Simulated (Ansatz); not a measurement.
Species: C₂H₇ClSi₂ (charge 0, singlet). 
Structure (B3LYP-D3(BJ)/def2-TZVP (Ansatz, a first-principles code) minimum search):
SMILES: [SiH2](C=C)[SiH2]Cl
```xyz
12

C     -3.1280     0.4618    -0.0070
C     -1.9262     0.3177    -0.5623
Si    -0.8021    -1.1309    -0.2418
Si     1.1438    -0.3708     0.8236
Cl     1.9558     1.1354    -0.3658
H     -3.5450    -0.2844     0.6609
H     -3.7496     1.3307    -0.1961
H     -1.5643     1.1043    -1.2200
H     -1.4954    -2.1191     0.6227
H     -0.3944    -1.7872    -1.5089
H      0.8621     0.2210     2.1512
H      2.1781    -1.4193     0.9788
```
Charge 0, spin multiplicity 1.

Wanted: vertical triplet-singlet gap (E(triplet) - E(singlet); each state is the SCF solution reached for its spin), in kJ/mol. Valence correlation only, unless marked. Open shells are spin-unrestricted. No spin-orbit coupling. Non-relativistic. CBS marks a two-point X^-3 extrapolation of the correlation energy; Hartree-Fock from the larger set. The bracket is a focal-point correction in the basis named.

| level | program | vertical triplet-singlet gap (kJ/mol) |
|---|---|---|
| HF/aug-cc-pV(D+d)Z | Ansatz | 318.6 |
| SVWN5/def2-TZVPD | Ansatz | 418.8 |
| wB97M-V/def2-TZVPD | Ansatz | 422.0 |
| B2PLYP/def2-TZVPD | Ansatz | 417.1 |

### Question
Estimate the value at RI-MP2/CBS(aug-cc-pV(T+d)Z,aug-cc-pV(Q+d)Z)+[CCSD(T)-MP2]/aug-cc-pV(T+d)Z as computed with Ansatz.

### Answer
426.8 kJ/mol
